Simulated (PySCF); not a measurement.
**Frontier orbitals and the lowest excitations**

C4H12OSi.
Cartesian coordinates in Å at the PBE0-D3(BJ)/def2-SVP level; atoms count from 1:
```xyz
18
C4H12OSi angstrom
C      2.5706    0.3334   -0.0558
O      1.2028    0.1539   -0.2426
C      0.4875   -0.0601    0.9422
C     -0.9823   -0.2184    0.5938
C     -1.2730   -1.5497   -0.0977
Si    -1.5606    1.2527   -0.4670
H      3.0446   -0.5547    0.4072
H      2.7895    1.2094    0.5869
H      3.0283    0.4997   -1.0409
H      0.8675   -0.9667    1.4626
H      0.6312    0.7940    1.6370
H     -1.5553   -0.1605    1.5367
H     -0.6680   -1.6481   -1.0118
H     -2.3327   -1.6451   -0.3817
H     -1.0278   -2.4014    0.5589
H     -1.0216    2.5348    0.0856
H     -1.1537    1.1152   -1.8962
H     -3.0570    1.3191   -0.4236
```

The calculation used TDDFT CAM-B3LYP/def2-SVPD, vertical, gas phase, core orbitals frozen in the response in PySCF.

Kohn–Sham orbitals with the atoms that hold most of them (Löwdin shares over 4%, at most four atoms; ? is withheld):

| orbital | ε (eV) | atoms |
| --- | --- | --- |
| LUMO+2 | 1.84 | Si6 42%, H17 11%, H18 11%, H16 10% |
| LUMO+1 | 1.67 | C1 23%, H7 10%, H8 9%, H9 8% |
| LUMO | 1.20 | ? |
| HOMO | ? | ? |
| HOMO-1 | -9.61 | C4 31%, Si6 21%, C5 10%, C3 6% |
| HOMO-2 | -10.44 | Si6 28%, H17 20%, O2 14%, H18 12% |
| HOMO-3 | -10.60 | Si6 29%, H16 19%, H18 18%, C4 9% |

Give the leading atoms of the LUMO.

Si6 (bonded to C and 3 H) 19%; C1 (bonded to O and 3 H) 12%; C3 (bonded to C, O and 2 H) 9%; C5 (bonded to C and 3 H) 8%. By element: carbon 29% or more, silicon 19%.

Which atoms hold the HOMO, and with what shares?

O2 (bonded to 2 C) 54%; C3 (bonded to C, O and 2 H) 11%; C1 (bonded to O and 3 H) 9%; H10 (bonded to C) 6%. By element: oxygen 54%, carbon 20% or more, hydrogen 6% or more.

What is the HOMO energy, and the HOMO–LUMO gap?

ε(HOMO) = -9.04 eV; the gap is 10.24 eV (0.3763 hartree).

The HOMO–LUMO gap is 10.24 eV. Where does the response calculation put the lowest singlet, and from which orbitals?

S1 is at 7.23 eV (f = 0.031), 3.01 eV below the gap, made of HOMO→LUMO (78%), HOMO→LUMO+1 (9%). 

Next come S2 at 7.86 eV (f 0.0027), HOMO-1→LUMO (52%), HOMO→LUMO+1 (25%), HOMO-1→LUMO+1 (9%); S3 at 8.07 eV (f 0.0050), HOMO→LUMO+1 (46%), HOMO-1→LUMO (23%), HOMO-1→LUMO+1 (9%); S4 at 8.19 eV (f 0.020), HOMO→LUMO+5 (21%), HOMO→LUMO+4 (18%), HOMO→LUMO+2 (17%); S5 at 8.47 eV (f 0.015), HOMO→LUMO+3 (36%), HOMO-1→LUMO+3 (22%).

Löwdin shares depend on the basis, the more so with diffuse functions.

One conformer stands for the species.
